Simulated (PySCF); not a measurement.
Ligand exchange on a metal centre used in film growth or etching (Ti Cl-NH2). Isolated molecules, 0 K electronic values unless said otherwise. One relaxed conformer stands for each flexible species; it need not be the lowest.

Quantity: redistribution energy (mixed species minus the weighted end members), in kcal/mol.

Level 1: PBE-D3(BJ)/def2-TZVP // r2SCAN-D4/def2-SVP (PySCF)
Level 2: B3LYP/6-311+G** (LANL2DZ on Ti) // r2SCAN-D4/def2-SVP (PySCF)
Level 3: HF/6-31G* (LANL2DZ on Ti) // r2SCAN-D4/def2-SVP (PySCF)
Level 4: HF/STO-3G // r2SCAN-D4/def2-SVP (PySCF)

```
species                                     level 2  level 3  level 4
------------------------------------------  -------  -------  -------
3 of 4 Cl replaced by NH2: [Ti(Cl)(NH2)3]     -7.53    -10.4    -9.21
1 of 4 Cl replaced by NH2: [Ti(Cl)3(NH2)]     -4.81    -8.48    -8.76
2 of 4 Cl replaced by NH2: [Ti(Cl)2(NH2)2]    -7.94    -12.2    -11.7
```

**Question.** What does level 1 give for each?

**Answer.** 
- 3 of 4 Cl replaced by NH2: [Ti(Cl)(NH2)3]: -5.91
- 1 of 4 Cl replaced by NH2: [Ti(Cl)3(NH2)]: -3.52
- 2 of 4 Cl replaced by NH2: [Ti(Cl)2(NH2)2]: -5.97
